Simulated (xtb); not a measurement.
xtb input for B(H)(OH)(NH2) (BH4NO), SMILES OBN, GFN2-xTB. 

```
$ xtb mol.xyz --gfn 2 --sp --chrg 0 --uhf 0 --json
$ cat mol.xyz
7

B     -0.51047313     0.05398885     0.00000000
H     -1.67968500     0.07312468     0.00000000
O      0.12880864     1.24367750    -0.00000000
H      1.08486744     1.19104853     0.00000000
N      0.17475258    -1.16792568     0.00000000
H     -0.28466820    -2.05969150    -0.00000000
H      1.17811417    -1.24836615    -0.00000000
```

Log of the run:

```
[banner left out]
          |                Calculation Setup                |
           -------------------------------------------------



           -------------------------------------------------
          |                 G F N 2 - x T B                 |
           -------------------------------------------------

        Reference                      10.1021/acs.jctc.8b01176
      * Hamiltonian:
        H0-scaling (s, p, d)           1.850000    2.230000    2.230000
        zeta-weighting                 0.500000
      * Dispersion:
        s8                             2.700000
        a1                             0.520000
        a2                             5.000000
        s9                             5.000000
      * Repulsion:
        kExp                           1.500000    1.000000
        rExp                           1.000000
      * Coulomb:
        alpha                          2.000000
        third order                    shell-resolved
        anisotropic                    true
        a3                             3.000000
        a5                             4.000000
        cn-shift                       1.200000
        cn-exp                         4.000000
        max-rad                        5.000000


          ...................................................
          :                      SETUP                      :
          :.................................................:
          :  # basis functions                  16          :
          :  # atomic orbitals                  16          :
          :  # shells                           10          :
          :  # electrons                        18          :
          :  max. iterations                   250          :
          :  Hamiltonian                  GFN2-xTB          :
          :  restarted?                      false          :
          :  GBSA solvation                  false          :
          :  PC potential                    false          :
          :  electronic temp.          300.0000000     K    :
          :  accuracy                    1.0000000          :
          :  -> integral cutoff          0.2500000E+02      :
          :  -> integral neglect         0.1000000E-07      :
          :  -> SCF convergence          0.1000000E-05 Eh   :
          :  -> wf. convergence          0.1000000E-03 e    :
          :  Broyden damping             0.4000000          :
          :  net charge                          0          :
          :  unpaired electrons                  0          :
          ...................................................

 iter      E             dE          RMSdq      gap      omega  full diag
   1    -10.3356217 -0.103356E+02  0.842E+00    7.28       0.0  T
   2    -10.4176061 -0.819844E-01  0.522E+00    6.30       1.0  T
   3    -10.4202074 -0.260131E-02  0.204E+00    7.55       1.0  T
   4    -10.4258409 -0.563349E-02  0.723E-01    6.93       1.0  T
   5    -10.4271263 -0.128541E-02  0.320E-01    7.17       1.0  T
   6    -10.4274730 -0.346703E-03  0.759E-02    7.05       1.0  T
   7    -10.4275032 -0.302082E-04  0.200E-02    7.06       1.9  T
   8    -10.4275034 -0.116816E-06  0.526E-03    7.06       7.2  T
   9    -10.4275033  0.106773E-06  0.434E-03    7.06       8.7  T
  10    -10.4275034 -0.169850E-06  0.114E-03    7.06      33.2  T
  11    -10.4275034 -0.855579E-08  0.213E-04    7.06     177.5  T
  12    -10.4275034 -0.327736E-09  0.862E-05    7.06     438.6  T

   *** convergence criteria satisfied after 12 iterations ***

         #    Occupation            Energy/Eh            Energy/eV
      -------------------------------------------------------------
         1        2.0000           -0.6658565             -18.1189
       ...           ...                  ...                  ...
         3        2.0000           -0.5633751             -15.3302
         4        2.0000           -0.5260188             -14.3137
         5        2.0000           -0.5168082             -14.0631
         6        2.0000           -0.4691147             -12.7653
         7        2.0000           -0.4556976             -12.4002
         8        2.0000           -0.4191999             -11.4070
         9        2.0000           -0.3952177             -10.7544 (HOMO)
        10                         -0.1357404              -3.6937 (LUMO)
        11                          0.0563300               1.5328
        12                          0.1400428               3.8108
        13                          0.1925389               5.2393
        14                          0.4015266              10.9261
       ...                                ...                  ...
        16                          0.5381761              14.6445
      -------------------------------------------------------------
                  HL-Gap            0.2594772 Eh            7.0607 eV
             Fermi-level           -0.2654790 Eh           -7.2241 eV

 SCC (total)                   0 d,  0 h,  0 min,  0.004 sec
 SCC setup                      ...        0 min,  0.000 sec (  2.448%)
 Dispersion                     ...        0 min,  0.000 sec (  0.947%)
 classical contributions        ...        0 min,  0.000 sec (  0.491%)
 integral evaluation            ...        0 min,  0.000 sec (  9.951%)
 iterations                     ...        0 min,  0.002 sec ( 60.581%)
 molecular gradient             ...        0 min,  0.001 sec ( 22.310%)
 printout                       ...        0 min,  0.000 sec (  2.948%)

         :::::::::::::::::::::::::::::::::::::::::::::::::::::
         ::                     SUMMARY                     ::
         :::::::::::::::::::::::::::::::::::::::::::::::::::::
         :: total energy             -10.324420889160 Eh    ::
         :: gradient norm              0.000157528367 Eh/a0 ::
         :: HOMO-LUMO gap              7.060735200072 eV    ::
         ::.................................................::
         :: SCC energy               -10.427503233031 Eh    ::
         :: -> isotropic ES            0.059992577921 Eh    ::
         :: -> anisotropic ES          0.005020936709 Eh    ::
         :: -> anisotropic XC          0.001096835063 Eh    ::
         :: -> dispersion             -0.001945340278 Eh    ::
         :: repulsion energy           0.103082343872 Eh    ::
         :: add. restraining           0.000000000000 Eh    ::
         :: total charge              -0.000000000000 e     ::
         :::::::::::::::::::::::::::::::::::::::::::::::::::::

           -------------------------------------------------
          |                Property Printout                |
           -------------------------------------------------

    * Orbital Energies and Occupations

         #    Occupation            Energy/Eh            Energy/eV
      -------------------------------------------------------------
         1        2.0000           -0.6658565             -18.1189
         2        2.0000           -0.5964169             -16.2293
         3        2.0000           -0.5633751             -15.3302
         4        2.0000           -0.5260188             -14.3137
         5        2.0000           -0.5168082             -14.0631
         6        2.0000           -0.4691147             -12.7653
         7        2.0000           -0.4556976             -12.4002
         8        2.0000           -0.4191999             -11.4070
         9        2.0000           -0.3952177             -10.7544 (HOMO)
        10                         -0.1357404              -3.6937 (LUMO)
        11                          0.0563300               1.5328
        12                          0.1400428               3.8108
Note: The following floating-point exceptions are signalling: IEEE_DENORMAL
normal termination of xtb
        13                          0.1925389               5.2393
        14                          0.4015266              10.9261
        15                          0.4834714              13.1559
        16                          0.5381761              14.6445
      -------------------------------------------------------------
                  HL-Gap            0.2594772 Eh            7.0607 eV
             Fermi-level           -0.2654790 Eh           -7.2241 eV

     #   Z          covCN         q      C6AA      α(0)
     1   5 B        2.567     0.346    17.170     7.083
     2   1 H        0.939    -0.103     5.646     3.715
     3   8 O        1.593    -0.464    22.174     6.355
     4   1 H        0.806     0.287     0.762     1.371
     5   7 N        2.561    -0.371    29.599     8.080
     6   1 H        0.861     0.155     1.371     1.834
     7   1 H        0.860     0.150     1.400     1.853

 Mol. C6AA /au·bohr⁶  :        392.405866
 Mol. C8AA /au·bohr⁸  :       8448.109404
 Mol. α(0) /au        :         30.290723


Wiberg/Mayer (AO) data.
largest (>0.10) Wiberg bond orders for each atom

 ---------------------------------------------------------------------------
     #   Z sym  total        # sym  WBO       # sym  WBO       # sym  WBO
 ---------------------------------------------------------------------------
     1   5 B    3.424 --     5 N    1.280     3 O    1.184     2 H    0.951
     2   1 H    0.989 --     1 B    0.951
     3   8 O    2.163 --     1 B    1.184     4 H    0.894
     4   1 H    0.918 --     3 O    0.894
     5   7 N    3.282 --     1 B    1.280     6 H    0.965     7 H    0.961
     6   1 H    0.976 --     5 N    0.965
     7   1 H    0.977 --     5 N    0.961
 ---------------------------------------------------------------------------

Topologies differ in total number of bonds
Writing topology from bond orders to xtbtopo.mol

molecular dipole:
                 x           y           z       tot (Debye)
 q only:        0.595      -0.561       0.000
   full:        0.951      -0.740      -0.000       3.063
molecular quadrupole (traceless):
                xx          xy          yy          xz          yz          zz
 q only:        1.086       1.311      -0.348       0.000       0.000      -0.738
  q+dip:        2.124       1.293      -0.485       0.000       0.000      -1.639
   full:        1.624       1.569      -0.593       0.000       0.000      -1.031


           -------------------------------------------------
          | TOTAL ENERGY              -10.324420889160 Eh   |
          | GRADIENT NORM               0.000157528367 Eh/α |
          | HOMO-LUMO GAP               7.060735200072 eV   |
           -------------------------------------------------

------------------------------------------------------------------------
------------------------------------------------------------------------
 total:
 SCF:
```

The run converged.
